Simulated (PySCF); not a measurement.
**Excitation energy of Zn by level of theory**

Zn [Ar] 3d10 4s2 (1S) → Zn [Ar] 3d10 4s1 4p1 (3P), as a difference of total energies. All numbers are calculated (PySCF 2.14, no relativity, point nucleus, in def2-TZVPPD (6s6p4d2f1g, 67 functions)). Correlated levels: valence: [Ar] frozen; valence and next inner shell: [Ne] frozen. The calculations carry no spin-orbit coupling.

```
                                method  excitation energy (eV)  difference from reference (eV)
                                   UHF                   2.587                          -1.467
                                   LDA                   4.297                          +0.243
                                   PBE                   4.046                          -0.008
                                  PBE0                   3.750                          -0.304
                                r2SCAN                   3.751                          -0.303
                               wB97M-V                   3.965                          -0.089
                                  TPSS                   3.869                          -0.185
                                 wB97X                   4.289                          +0.235
                                  BP86                   4.120                          +0.066
                         MP2 (valence)                   3.588                          -0.466
                     SCS-MP2 (valence)                   3.692                          -0.362
    MP2 (valence and next inner shell)                   3.648                          -0.406
SCS-MP2 (valence and next inner shell)                   3.731                          -0.323
```

Reference: 4.054 eV (measured; NIST levels, between the centres of gravity of the two terms).

These non-relativistic numbers lack the scalar-relativistic shift.

Errors of the correlated levels include the incompleteness of this basis and the frozen core.
